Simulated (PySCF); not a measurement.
# Diatomics with 49 electrons

PBE in PySCF with def2-SVP on every atom (core potentials on Rb, Sr), for the lowest determinant that a PBE0 search found; no spin–orbit coupling. All have 49 electrons, 3 of them in the valence shells, and the same state, a doublet (σ ↑). For ions De leads to the atom and ion picked by measured ionisation energies and electron affinities.

| species | difference of nuclear charges | Re (Å) | ωe (cm⁻¹) | k (mdyn/Å) | De (eV) | dissociates to | Mayer bond order |
| --- | --- | --- | --- | --- | --- | --- | --- |
| KZn | 11 | 3.688 | 67.7 | 0.0655 | 0.15 | K + Zn | 0.25 |
| RbMg | 25 | 4.089 | 71.2 | 0.0558 | 0.18 | Rb + Mg | 0.47 |
| NaSr | 27 | 3.865 | 91.8 | 0.0905 | 0.31 | Na + Sr | 0.65 |
| CaZn⁺ | 10 | 3.201 | 129 | 0.243 | 0.75 | Ca⁺ + Zn | 0.66 |
| KGa⁺ | 12 | 3.997 | 66.9 | 0.0657 | 0.61 | K⁺ + Ga | 0.44 |
| RbAl⁺ | 24 | 4.127 | 72.6 | 0.0636 | 0.52 | Rb⁺ + Al | 0.31 |

Which member of the whole set has the stiffest bond, and how does it compare with the softest?

CaZn⁺ with k = 0.243 mdyn/Å, 4.3 times that of RbMg.

Weak bonds: KZn, NaSr, RbMg. Basis-set superposition, not corrected here, can be much of De in a small basis, most of all at correlated wavefunction levels. Functionals without a dispersion term scatter widely for such bonds, and LDA overbinds them. Spin–orbit coupling is left out. For an ion De counts to the pair picked by the measured ionisation energies or electron affinities, which need not be the lowest pair at this level. States were picked by a PBE0 search and need not be the measured ground states.
